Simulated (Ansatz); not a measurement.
The cluster Na2Pb⁻. Charge -1, multiplicity 4. Geometry PBE0-D4/def2-TZVPD; atoms count from 1.

```xyz
3

Na    1.8196   -0.3293    0.0406
Na   -0.9783   -0.7825   -1.3468
Pb   -0.8413    1.1118    1.3063
```

In the def2 sets Pb takes a core potential; there is no spin–orbit coupling. The highest occupied level of the charge -1 quartet lies above zero (up to 0.30 eV). The electron is either unbound and held by the finite basis, or the level is raised by self-interaction error. At PBE0-D4/def2-TZVPD a doublet of charge -1 lies 0.27 eV below the quartet, each at its own geometry. The structure comes from a short search, and lower isomers may exist.

(1) Estimate the Mulliken populations from the PBE0/def2-TZVPD orbitals of Ansatz.

(2) Where does the spin sit?

(3) And the Mayer bond orders between heavy atoms (over 0.3)?

Results:

(1) 
```csv
atom,charge (e),spin (α − β)
Na1,-0.24,0.29
Na2,-0.24,0.26
Pb3,-0.53,2.45
```
Mulliken values depend strongly on the basis. With diffuse functions, as here, like atoms can get unlike values, and bond orders can come out too low or too high.

(2) Summed by element: Na 0.55, Pb 2.45, of 3 unpaired in all. Largest on single atoms: Pb3 2.45, Na1 0.29, Na2 0.26.

(3) Na1–Na2 0.83 (3.16 Å); Na1–Pb3 0.62 (3.28 Å); Na2–Pb3 0.63 (3.26 Å).
